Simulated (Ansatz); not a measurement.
## Pulling the pair apart

The pair of Li⁺ (SMILES [Li+], atom 1) and C₂H₄ (SMILES C=C, atoms 2–7), both closed shells, in one local arrangement (a lower one may exist), relaxed at PBE0-D4/def2-TZVP:

Li1  (-0.034, -0.005, -1.954)
C2  (0.098, -0.660, 0.296)
C3  (-0.087, 0.662, 0.295)
H4  (-0.740, -1.352, 0.358)
H5  (1.094, -1.095, 0.325)
H6  (0.751, 1.353, 0.324)
H7  (-1.082, 1.097, 0.357)
(Å)

C₂H₄ is shifted rigidly along the line between the mean atom positions of the two fragments (negative: closer). Counterpoise interaction energies in kcal/mol. Ansatz 0.2.0; basis: def2-TZVPPD; cores frozen in the correlated methods. The outer core shell of Li, Na, Mg and K is correlated. B3LYP uses VWN-RPA correlation.

| shift (Å) | PBE0-D4 | wB97M-V | B3LYP-D4 |
| --- | --- | --- | --- |
| -0.23 | -20.82 | -19.94 | -20.00 |
| -0.12 | -22.62 | -21.90 | -21.93 |
| 0.00 | -23.12 | -22.54 | -22.58 |
| 0.12 | -22.80 | -22.29 | -22.42 |
| 0.28 | -21.54 | -21.05 | -21.44 |
| 0.59 | -19.08 | -17.57 | -20.26 |
| 1.17 | -12.11 | -10.97 | -13.02 |
| 2.35 | -4.56 | -4.16 | -4.68 |

Problem. What does CCSD(T) give at these shifts? (To be estimated.)

Solution. The calculation gives: -17.89, -19.96, -20.68, -20.52, -19.40, -16.16, -10.07, -3.90 kcal/mol. For zero shift, CCSD(T) at an estimated basis limit (MP2 extrapolated from triple and quadruple zeta, plus CCSD(T) − MP2 in triple zeta) gives -21.27 kcal/mol. These are counterpoise interaction energies, counted from the two frozen fragments.

T1 diagnostic: at most 0.011.

For scale, one of the runs: CCSD(T)/def2-TZVPPD, 164 basis functions, launched by `ansatz run in.yaml --threads 2 --pin off --events-out ev --progress --plain --max-ram 5222MiB`. Time: 16 s of wall clock on 2 CPU threads of an Arm Neoverse V1; the host was shared. Peak host memory: 1.3 GiB.
